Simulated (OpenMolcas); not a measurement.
F²⁺: effect of the level shift or regulariser

```json
{
 "Program": "OpenMolcas 26.06",
 "Basis": "ANO-RCC [8s7p4d3f2g]",
 "Scalar Hamiltonian": "DKH2, point nucleus",
 "Active space": "5 electrons in 9 orbitals (RAS2 2s 2p; RAS3 3d, at most 2 electrons)",
 "State averaging": "2S+1 = 4 odd, 1 root; 2S+1 = 2 odd, 8 roots; 2S+1 = 4 even, 3 roots; 2S+1 = 2 even, 9 roots",
 "Spin-orbit coupling": "RASSI with atomic mean-field integrals over the reference wave functions, term energies averaged over their components"
}
```

Methods on the same reference wave functions:
A. RASSCF
B. SS-RASPT2, IPEA 0.25 Eh, imaginary shift 0.1 Eh (closed shells correlated: 1s)
C. SS-RASPT2, IPEA 0.25 Eh, imaginary shift 0.3 Eh (closed shells correlated: 1s)

Energies in cm-1 above 2s2 2p3 4S* 3/2, the measured ground level; measured values from Moore, Atomic Energy Levels, vol. I, NSRDS-NBS 35 (1971 reprint of NBS Circular 467, 1949).

```tsv
Level	A	B	C	Measured
2s2 2p3 4S* 3/2	0.0	0.0	0.0	0.0
2s2 2p3 2D* 3/2	37108	34470	34471	
2s2 2p3 2D* 5/2	37117	34480	34480	
2s2 2p3 2P* 3/2	55477	52057	52057	
2s2 2p3 2P* 1/2	55480	52060	52060	
2s 2p4 4P 5/2	154366	152324	152325	151898
2s 2p4 4P 3/2	154669	152626	152627	152235
2s 2p4 4P 1/2	154848	152806	152807	152410
2s 2p4 2D 3/2	216799	211101	211103	210256
2s 2p4 2D 5/2	216801	211104	211106	210240
2s 2p4 2S 1/2	258389	249665	249686	248260
2s 2p4 2P 3/2	276867	268926	268927	266559
2s 2p4 2P 1/2	277231	269290	269291	266943
```

Deviations, from unrounded energies. A percentage is the sum of absolute deviations over the sum of measured energies, with the sign that they share, or ± where signs differ.

```json
{"Against measurement": "mean absolute deviation (cm-1)", "Levels": "8", "A": "6400", "B": "1100", "C": "1100"}
{"Against measurement": "other configurations (%)", "Levels": "8", "A": "+3.1", "B": "+0.5", "C": "+0.5"}
```

B, C lie about equally close to measurement and A furthest from it. The largest miss of B in the table is 2s 2p4 2P 3/2, by +2400 cm-1. The ranking rests on the paired levels alone, and a cruder setting can come out closer through cancelling errors.

Between B and C the level of the table that moves most is 2s 2p4 2S 1/2, by 20 cm-1 (lowest in B, highest in C).

The two smallest mean deviations differ by little beside CASPT2's spread within terms, so their order carries little weight.

From A to B the spin-free energies of the other terms of 2s2 2p3 shown, above 4S*, scale by factors of 0.93 to 0.94.

The lowest spin-free term lies below A's lowest term by 0.097 hartree in B, 0.097 hartree in C.

Active for correlation alone: 3d; no level in the range computed is led by a configuration that fills it, so any true level of that kind is missing. Computed and measured levels are paired by configuration, term and J; levels that our copy of the source lacks, or whose pairing is in doubt (as where it misses far off the trend of its configuration), stay unpaired and out of the deviations. Levels of configurations outside the active space are missing.

* marks odd parity.
